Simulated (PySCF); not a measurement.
Species: C6H7NO.
Z-matrix (Å and degrees, GFN2-xTB geometry), rows numbered from 1:
```
O 
N   1  1.4164
C   2  1.3933  1  116.69
C   3  1.3920  2  121.66  1    26.72
C   4  1.3821  3  120.07  2   174.61
C   5  1.3837  4  120.54  3    -0.60
C   6  1.3859  5  119.49  4     0.56
C   7  1.3803  6  120.48  5     0.00
H   1  0.9681  2  106.16  3  -102.19
H   2  1.0146  1  108.09  3  -130.08
H   4  1.0792  3  119.58  2    -6.61
H   5  1.0802  4  119.40  3   179.41
H   6  1.0794  5  120.26  4  -179.65
H   7  1.0802  6  119.99  5   179.49
H   8  1.0809  3  119.51  2     5.54
```

Computed with PBE0/pcSseg-1 in PySCF (dipole) on a GFN2-xTB geometry, gas phase.

Masses are those of the commonest isotopes; rigid-rotor values at the optimised geometry. The values belong to one conformer with, in the numbering `[OH:1][NH:2][c:3]1[cH:4][cH:5][cH:6][cH:7][cH:8]1`, H–O1–N2–C3 -102°, O1–N2–C3–C4 27°.

Q: What are A, B and C (cm⁻¹)?

A: Ia = 99.10, Ib = 330.76, Ic = 426.33 u·Å²; 505379 MHz·u·Å²/I gives 5099, 1528 and 1185 MHz, that is A = 0.17010, B = 0.05097, C = 0.03954 cm⁻¹.

Q: Classify the top.

A: An asymmetric top: κ = (2 × 1528 − 5099 − 1185)/(5099 − 1185) = -0.82.

Q: Is it planar, by Δ = Ic − Ia − Ib?

A: Not planar: Δ = Ic − Ia − Ib = -3.53 u·Å². For a rigid frame Δ = −2 Σ m c², so Σ m c² = 1.77 u·Å² lies off the ab plane: 0.45 from hydrogen and 1.32 from heavier atoms. The atom farthest from that plane is 0.61 Å away.

Q: Which lines would a microwave search look for?

A: The dipole components are |μa| = 0.65 D, |μb| = 0.41 D, |μc| = 0.65 D. The squared components, which scale the intensities, stand as 1.00 : 0.39 : 0.98 (a : b : c). Some lines, for components of 0.1 D or more:

```
type  branch         J(Ka,Kc)    MHz  lower level (cm⁻¹)
   a       Q  2(1,1) ← 2(1,2)   1028               0.379
   b       R  4(1,3) ← 3(2,2)   1272               1.042
   c       Q  5(1,5) ← 5(0,5)   1807               1.331
   c       Q  4(1,4) ← 4(0,4)   2317               0.894
   c       Q  1(1,1) ← 1(0,1)   3572               0.091
   b       Q  1(1,0) ← 1(0,1)   3914               0.091
   b       Q  2(1,1) ← 2(0,2)   4280               0.271
   b       R  3(0,3) ← 2(1,2)   4794               0.379
   a       R  3(2,2) ← 2(2,1)   8140               0.771
   a       R  3(1,2) ← 2(1,1)   8639               0.414
   c       Q  5(2,4) ← 5(1,4)   8768               1.562
   c       R  2(1,1) ← 1(0,1)   9683               0.091
   b       R  5(0,5) ← 4(1,4)  10810               0.971
   a       R  4(2,3) ← 3(2,2)  10835               1.042
   a       R  4(3,2) ← 3(3,1)  10897               1.667
   a       R  4(3,1) ← 3(3,0)  10903               1.667
   a       R  5(1,5) ← 4(1,4)  12618               0.971
   b       R  4(1,4) ← 3(0,3)  12942               0.539
   b       Q  5(2,4) ← 5(1,5)  13878               1.392
   a       R  5(1,4) ← 4(1,3)  14309               1.085
   c       R  2(2,0) ← 1(1,0)  16507               0.221
   b       R  3(2,1) ← 2(1,2)  19999               0.379
   b       Q  4(4,0) ← 4(3,1)  26153               2.031
   b       Q  4(4,1) ← 4(3,2)  26160               2.031
   c       R  3(3,0) ← 2(2,0)  26846               0.772
   b       R  5(2,3) ← 4(1,4)  27279               0.971
   b       R  5(5,0) ← 4(4,1)  47256               2.903
```

Q: Estimate the classical rotational partition function at 25 K, 200 K and 500 K.

A: Point group C1, symmetry number σ = 1; q = (√π/σ)·√((kT/h)³/(ABC)), k/h = 20836.6 MHz/K: 6930 at 25 K, 157000 at 200 K, 620000 at 500 K.

Not checked by GFN2-xTB frequencies. These are rigid-rotor constants of the computed structure; measured ground-state constants (B0) also hold zero-point vibration. A rigid rotor knows nothing of inversion at nitrogen, which can split or shift real lines. Quadrupole hyperfine structure (14N) is left out.
